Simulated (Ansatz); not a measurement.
Breaking the B1–H2 bond in CH5BSe (SMILES CB[SeH]) (multiplicity 1 held, fragments rigid). Energies count from the point at 1.189 Å.
Geometry at that point (charge 0, multiplicity 1):
```xyz
8

B     -0.1528    -0.5534     1.0626
H     -1.1320    -0.5894     1.7355
C      1.1691    -1.2645     1.4816
H      0.9786    -2.3331     1.6320
H      1.4936    -0.8885     2.4585
H      2.0000    -1.1608     0.7826
Se    -0.2340     0.4253    -0.5976
H     -1.6347     0.8649    -0.4932
```

Signs of static correlation in cc-pVDZ, with CASSCF(2,2), from Ansatz (a first-principles code) runs.

```json
[
 {"R (Å)": "0.951", "T1 of restricted CCSD": "0.015", "⟨S²⟩ of UHF": "0.000", "largest double amplitude of restricted CCSD": "0.050", "weight of the CASSCF reference in MRCISD": "0.878", "CASSCF natural occupations": "1.99 0.01"},
 {"R (Å)": "1.070", "T1 of restricted CCSD": "0.015", "⟨S²⟩ of UHF": "0.000", "largest double amplitude of restricted CCSD": "0.050", "weight of the CASSCF reference in MRCISD": "0.878", "CASSCF natural occupations": "1.99 0.01"},
 {"R (Å)": "1.189", "T1 of restricted CCSD": "0.015", "⟨S²⟩ of UHF": "0.000", "largest double amplitude of restricted CCSD": "0.050", "weight of the CASSCF reference in MRCISD": "0.878", "CASSCF natural occupations": "1.98 0.02"},
 {"R (Å)": "1.307", "T1 of restricted CCSD": "0.015", "⟨S²⟩ of UHF": "0.000", "largest double amplitude of restricted CCSD": "0.050", "weight of the CASSCF reference in MRCISD": "0.878", "CASSCF natural occupations": "1.98 0.02"},
 {"R (Å)": "1.426", "T1 of restricted CCSD": "0.015", "⟨S²⟩ of UHF": "0.000", "largest double amplitude of restricted CCSD": "0.050", "weight of the CASSCF reference in MRCISD": "0.878", "CASSCF natural occupations": "1.97 0.03"},
 {"R (Å)": "1.605", "T1 of restricted CCSD": "0.015", "⟨S²⟩ of UHF": "0.000", "largest double amplitude of restricted CCSD": "0.051", "weight of the CASSCF reference in MRCISD": "0.878", "CASSCF natural occupations": "1.95 0.05"},
 {"R (Å)": "1.783", "T1 of restricted CCSD": "0.016", "⟨S²⟩ of UHF": "0.000", "largest double amplitude of restricted CCSD": "0.053", "weight of the CASSCF reference in MRCISD": "0.878", "CASSCF natural occupations": "1.92 0.08"},
 {"R (Å)": "2.080", "T1 of restricted CCSD": "0.020", "⟨S²⟩ of UHF": "0.413", "largest double amplitude of restricted CCSD": "0.156", "weight of the CASSCF reference in MRCISD": "0.878", "CASSCF natural occupations": "1.86 0.14"},
 {"R (Å)": "2.377", "T1 of restricted CCSD": "___", "⟨S²⟩ of UHF": "0.736", "largest double amplitude of restricted CCSD": "0.262", "weight of the CASSCF reference in MRCISD": "0.878", "CASSCF natural occupations": "1.75 0.25"},
 {"R (Å)": "2.734", "T1 of restricted CCSD": "0.039", "⟨S²⟩ of UHF": "0.901", "largest double amplitude of restricted CCSD": "___", "weight of the CASSCF reference in MRCISD": "0.878", "CASSCF natural occupations": "1.59 0.41"},
 {"R (Å)": "3.209", "T1 of restricted CCSD": "0.059", "⟨S²⟩ of UHF": "0.976", "largest double amplitude of restricted CCSD": "0.582", "weight of the CASSCF reference in MRCISD": "0.878", "CASSCF natural occupations": "1.36 0.64"},
 {"R (Å)": "3.804", "T1 of restricted CCSD": "0.079", "⟨S²⟩ of UHF": "1.000", "largest double amplitude of restricted CCSD": "0.788", "weight of the CASSCF reference in MRCISD": "0.879", "CASSCF natural occupations": "1.17 0.83"}
]
```

Q: Some entries are withheld; supply them.

A: 
- 2.377, T1 of restricted CCSD: 0.026
- 2.734, largest double amplitude of restricted CCSD: 0.394

Doubts at one or more of the structures used: a restricted determinant that unrestricted orbitals would lower (R-CCSD(T)/cc-pVDZ); other coupled-cluster roots lie near (R-CCSD(T)/cc-pVDZ); T1 above 0.05 (R-CCSD(T)/cc-pVDZ, U-CCSD(T)/cc-pVDZ); a spin-contaminated determinant (U-CCSD(T)/cc-pVDZ).
